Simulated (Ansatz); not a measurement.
Species: MoO, charge 0, multiplicity 3. The spin state was set by rule; other spins were not relaxed. 
Structure (B3LYP-D3(BJ)/def2-TZVP (Ansatz, a first-principles code) minimum search):
SMILES: [O]=[Mo]
```xyz
2

Mo     0.0000     0.0000    -0.2626
O      0.0000     0.0000     1.3786
```
Charge 0, spin multiplicity 3.

Property: vertical ionisation energy (to the quartet state of charge +1; each state is the SCF solution reached for its spin; the UHF <S^2> is 4.37 for the quartet (pure: 3.75) and 2.93 for the triplet (pure: 2.00); for the quartet the Hartree-Fock reference is unstable and T1 is 0.077; for the triplet T1 is 0.082), in eV. Valence correlation only, unless marked. Open shells are spin-unrestricted. Spin-orbit coupling is left out. Frozen are the shells of the preceding noble gas and the d and f shells that filled before the atom's block. In def2 rows, elements after Kr have scalar-relativistic effective core potentials.  The program attaches cautions to a run behind CCSD/def2-TZVPPD: large difference, other amplitudes. The program attaches cautions to a run behind CCSD/def2-QZVPPD: large difference, other amplitudes. The program attaches cautions to a run behind CCSD(T)/def2-SVPD: large difference. The program attaches cautions to a run behind CCSD(T)/def2-TZVPPD: large difference, other amplitudes. The program attaches cautions to a run behind CCSD(T)/def2-QZVPPD: large difference, other amplitudes.

| level | program | vertical ionisation energy (eV) |
|---|---|---|
| SVWN5/def2-TZVPD | Ansatz | 7.48 |
| PBE/def2-TZVPD | Ansatz | 7.14 |
| r2SCAN/def2-TZVPD | Ansatz | 7.04 |
| B3LYP/def2-TZVPD | Ansatz | 7.34 |
| PBE0/def2-TZVPD | Ansatz | 7.07 |
| BHLYP/def2-TZVPD | Ansatz | 7.14 |
| CAM-B3LYP/def2-TZVPD | Ansatz | 7.32 |
| wB97M-V/def2-TZVPD | Ansatz | 7.27 |
| wB97X-V/def2-TZVPD | Ansatz | 7.17 |
| CCSD/def2-TZVPPD | Ansatz | 6.91 |
| CCSD/def2-QZVPPD | Ansatz | 6.95 |
| CCSD(T)/def2-SVPD | Ansatz | 7.03 |
| CCSD(T)/def2-TZVPPD | Ansatz | 7.11 |
| CCSD(T)/def2-QZVPPD | Ansatz | 7.16 |
